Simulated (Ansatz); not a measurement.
```yaml
crystal:
  periodic: [false, false, false]
  atoms:
    - {symbol: C, position_ang: [0.304806, 2.477200, -1.676691]}
    - {symbol: Al, position_ang: [1.358177, 0.375808, -0.957650]}
    - {symbol: O, position_ang: [0.242753, -0.825852, 0.386370]}
    - {symbol: Si, position_ang: [-0.359897, -2.324280, 1.617552]}
    - {symbol: H, position_ang: [-0.876206, 2.189713, -2.305592]}
    - {symbol: H, position_ang: [0.018530, 3.232616, -0.572183]}
    - {symbol: H, position_ang: [1.087212, 3.207481, -2.521115]}
    - {symbol: H, position_ang: [0.858494, -3.730737, 1.604724]}
    - {symbol: H, position_ang: [-2.013747, -2.972200, 1.068361]}
    - {symbol: H, position_ang: [-0.516247, -1.693751, 3.359846]}
basis:
  gaussian: {orbitals: aug-cc-pVDZ}
total_charge: -3
magnetization: {spin_polarized: true, initial_magnetization: 0}
hamiltonian: {xc: {name: CAM-B3LYP}}
output: {forces: true}
```

```sh
$ ansatz run in.yaml --threads 4 --pin off --events-out ev --progress --plain --max-ram 10444MiB
```

Output, abridged:

```
Functional definition: CAM-B3LYP
1515 factors; integrals over basis functions are off by at most 1.0e-3 eV
725 factors; integrals over basis functions are off by at most 1.3e-5 eV
mean field evaluation 1: about -17465.1360 eV, gradient 1.2e2 eV
mean field evaluation 2: about -16715.2806 eV, gradient 3.6e2 eV
mean field evaluation 4: about -17554.4830 eV, gradient 1.2e2 eV
mean field evaluation 8: about -17642.9625 eV, gradient 5.6e0 eV
mean field evaluation 16: about -17643.4940 eV, gradient 2.3e-1 eV
mean field evaluation 32: about -17643.5073 eV, gradient 9.1e-4 eV
mean field evaluation 64: about -17643.7534 eV, gradient 2.4e-6 eV
a density is far from that of the atoms, so the factors are made again for it
1551 factors; integrals over basis functions are off by at most 1.0e-3 eV
730 factors; integrals over basis functions are off by at most 1.1e-5 eV
mean field -17643.75339252 eV, -648.3959778095 hartree, gradient 1.4e-6 eV, S^2 0.954116; 0 other end points of the search recorded, 0 dependent functions left out
reference -17643.75350544 eV, -648.3959819594 hartree; 25, 25 occupied and 129, 129 virtual orbitals, 1551 factors
Total energy: -17643.75350544 eV, -648.3959819594 hartree
Atom 0 at     0.304806     2.477200    -1.676691 Å, force    -1.073172     1.497233    -0.341049 eV/Å
Atom 1 at     1.358177     0.375808    -0.957650 Å, force    -1.085409    -0.220852     0.725157 eV/Å
Atom 2 at     0.242753    -0.825852     0.386370 Å, force    -0.520757    -2.125470     1.552396 eV/Å
Atom 3 at    -0.359897    -2.324280     1.617552 Å, force     0.786049     2.031435    -1.656881 eV/Å
Atom 4 at    -0.876206     2.189713    -2.305592 Å, force     3.274765     1.217966     1.727721 eV/Å
Atom 5 at     0.018530     3.232616    -0.572183 Å, force     0.642439    -1.845215    -3.372155 eV/Å
Atom 6 at     1.087212     3.207481    -2.521115 Å, force    -2.596618    -2.001869     2.547547 eV/Å
Atom 7 at     0.858494    -3.730737     1.604724 Å, force    -1.654161     1.708611     0.129015 eV/Å
Atom 8 at    -2.013747    -2.972200     1.068361 Å, force     2.074997     0.688578     0.818175 eV/Å
Atom 9 at    -0.516247    -1.693751     3.359846 Å, force     0.151867    -0.950419    -2.129927 eV/Å
Dipole moment:    -1.814947    -0.762394     1.429871 e Å
```

Task: Something in this input is off. What?

Result: The charge is far from anything that the molecule holds. Self-consistency was reached. The result belongs to that input, not to the molecule as meant.
